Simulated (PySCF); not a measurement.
C₄H₈OSi₂.
Geometry (PBE0-D3(BJ)/def2-SVP, Å), atoms numbered from 1 in this order:
```xyz
15
C4H8OSi2 angstrom
C     -3.297    1.309   -0.713
C     -2.657    0.662    0.096
Si    -1.670   -0.309    1.301
O     -0.248   -0.790    0.615
Si     0.737   -0.747   -0.725
C      2.400   -0.100   -0.196
C      2.668    0.249    1.067
H     -3.867    1.873   -1.430
H     -1.382    0.545    2.486
H     -2.453   -1.506    1.710
H      0.858   -2.129   -1.278
H      0.133    0.129   -1.775
H      3.194    0.000   -0.949
H      3.649    0.631    1.374
H      1.909    0.163    1.853
```

All values: PBE0/pcSseg-1 (PySCF, non-relativistic), on one gas-phase PBE0-D3(BJ)/def2-SVP geometry that isn't relaxed in the solvent. The solvent is an IEF-PCM continuum (cavity from Bondi-type radii × 1.2). Specific hydrogen bonds and non-electrostatic terms are outside this model.

```
run  E − E(gas) (kcal/mol)  HOMO (eV)  HOMO–LUMO gap (eV)  dipole (D)
gas                   0.00      -7.92                7.38        0.94
  P                  -2.47      -7.91                7.37        1.09
  Q                  -3.58      -7.93                7.37        1.16
```

**Question.** The runs were made in chloroform and water. Which run belongs to which solvent?

**Answer.** P = chloroform, Q = water. The dielectric constants are 4.711 (chloroform), 78.36 (water), and the energy falls further as ε rises. In this model the ground state sees the solvent through ε alone.

**Question.** How constant is the ratio of the lowering to (ε − 1)/(2ε + 1)?

**Answer.** 
```csv
solvent,(ε − 1)/(2ε + 1),E − E(gas) (kcal/mol),ratio (kcal/mol),polarisation term (kcal/mol)
chloroform,0.356,-2.47,-6.9,-2.64
water,0.490,-3.58,-7.3,-3.93
```

The ratio changes by +5.1 % in size from chloroform to water. The polarisation term is half the interaction of the solute with the induced surface charges.

The run took 39 s of wall time on an Arm Neoverse N1 with one thread, shared host with 64 logical CPUs at a one-minute load of 54, and the process peaked at 1.0 GiB of memory. This is the whole shielding run at PBE0/pcSseg-1 in water, SCF included.
